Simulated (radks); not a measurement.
Results of a calculation; reference values are marked as such.
Problem. Coherent X-ray form factor from a spherical all-electron density. Code: a radial shooting solver on a logarithmic mesh with Libxc functionals. Model: scalar-relativistic Kohn-Sham, LB94 model potential, spin-polarised, spherical densities, finite nucleus; Fermi nuclear charge, rms radius of each element as measured or else 0.836 A^(1/3) + 0.57 fm.

sin(theta)/lambda (1/angstrom),f0 (electrons)
0.05,34.600
0.1,33.472
0.15,31.812
0.2,29.862
0.25,27.848
0.3,25.926
0.4,22.615
0.5,19.964
0.6,17.716
0.8,13.867
1,10.823
1.25,8.269
1.5,6.802
2,5.334

The species is in the configuration that NIST lists as its ground one. Which atom or ion scatters so?

Solution. The strontium ion Sr3+, [Ar] 3d10 4s2 4p5. Extrapolating in s^2 from the first two rows gives f0(0) = 35.0, near the electron count 35; among species with that count, the fall with angle is slower the higher Z, and the table is that of Z = 38; from so few rows the species is fixed only to a neighbour or two.
